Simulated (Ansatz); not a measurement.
Reaction (ligand exchange at the Si–N bond): `CCN(C)[SiH3]` + `C[O][Ga]([OH])[SH]` → `C[O][Ga]([SH])[O][SiH3]` + ethylmethylamine

Gas-phase electronic energies from Ansatz, PBE0-D4/def2-TZVP geometries. CBS: MP2 limit from def2 TZ/QZ plus the TZ coupled-cluster correction, frozen cores. Functionals use def2-TZVPP. For Ga outer-core shells are correlated without core-valence functions, which leaves a few kJ/mol of doubt a bond. Scalar relativity is left out up to krypton. Each species was taken in one conformer, which may not be the lowest.

Question: Is it downhill or uphill in electronic energy at CCSD(T)/CBS, and by how much? (Estimate.)

Answer: Computed: Downhill: ΔE = -13.8 kcal/mol.

Question: What do these levels give: r2SCAN-D4, PBE0-D4, HF/def2-TZVPP, MP2/def2-TZVPP, SCS-MP2/def2-TZVPP, MP2/def2-QZVPP? (An estimate is asked.)

Answer: Ansatz gave: r2SCAN-D4 -13.7, PBE0-D4 -12.8, HF/def2-TZVPP -19.5, MP2/def2-TZVPP -13.4, SCS-MP2/def2-TZVPP -14.6, MP2/def2-QZVPP -13.3 kcal/mol.

Largest T1 diagnostic among the species: 0.014.

From PBE to PBE0 (25 % exact exchange), in def2-TZVPP and without D4, ΔE moves by −1.2 kcal/mol. In def2-TZVPP, CCSD(T) changes the Hartree–Fock value by +5.4 kcal/mol (the triples alone add +0.8 kcal/mol) and MP2 by +6.1 kcal/mol. The D4 term adds +1.2 kcal/mol with B3LYP and +0.6 kcal/mol with PBE0; it sums over pairs of atoms, weighted by their polarisabilities, and B3LYP, whose exchange is more repulsive, gets the larger term.

B3LYP here is the variant with VWN-RPA as its local correlation; programs differ in this.
